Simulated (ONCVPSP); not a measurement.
# Before and after: ONCV potential for Te

ONCVPSP 4.0.1 input, shortened (lines: element, Z, core and valence counts, functional; n l f; lmax; l rc ep ncon nbas qcut; lloc lpopt rc5 dvloc0; l nproj debl; icmod fcfact rcfact), PBEsol, scalar-relativistic:

```
  Te 52.00    6    5  -116133      upf
    1    0    2.00
    2    0    2.00
    2    1    6.00
    3    0    2.00
    3    1    6.00
    3    2   10.00
    4    0    2.00
    4    1    6.00
    4    2   10.00
    5    0    2.00
    5    1    2.00
    3
    0    1.15    0.00    3    6   12.00
    1    1.30    0.00    5    9   11.30
    2    0.90    0.00    4    8    9.50
    3    1.25    0.12    4    8   10.10
    2    5    0.90    0.00
    0    2    3.40
    1    2    2.60
    2    0    2.90
    3    1    2.90
    3    5.00    1.00
```

Change: d: qcut 10.

Cutoffs: the cutoffs (Ha) at which the residual kinetic energy of the hardest occupied pseudo-wave falls to 1 and 0.1 mHa per electron; they do not see the model core or the augmentation charge, which bear on the density cutoff. Errors are all-electron minus pseudo energies relative to the spin-unpolarised reference configuration.

Problem. What does the change do?

Solution. The potential gets softer (77 Ha and 259 Ha → 54 Ha and 233 Ha); the errors of the 4 common tests hardly move; neither file shows a bound ghost.

```csv
quantity,base,changed
"cutoff, loose",77 Ha,54 Ha
"cutoff, tight",259 Ha,233 Ha
loose cutoff by channel,"s 52 Ha, p 45 Ha, d 77 Ha","s 52 Ha, p 45 Ha, d 54 Ha"
bound ghosts,none,none
GHOST(+) flags under 300 eV,none,none
"error for 4s2 4p6 4d10 5s2 5p4, meV [ΔE -27.72 eV]",+6.0,+6.1
"error for 4s2 4p6 4d10 5s2 5p3, meV [ΔE -17.97 eV]",+4.1,+4.1
"error for 4s2 4p6 4d10 5s2 5p1, meV [ΔE 26.96 eV]",-6.6,-6.6
"error for 4s2 4p6 4d10 5s1 5p5, meV [ΔE -18.44 eV]",+6.0,+6.0
s: phases at 1.17 bohr within 0.05 rad from the reference energy up to (Ha; the scan ends near 5),to the end of the scan,to the end of the scan
p: phases at 1.32 bohr within 0.05 rad from the reference energy up to (Ha; the scan ends near 5),to the end of the scan,to the end of the scan
d: phases at 0.91 bohr within 0.05 rad from the reference energy up to (Ha; the scan ends near 5),to the end of the scan,to the end of the scan
f: phases at 1.27 bohr within 0.05 rad from the reference energy up to (Ha; the scan ends near 5),3.7,3.7
"rms error of d²Exc/dni dnj with the model core, mHa",1.55,1.55
```
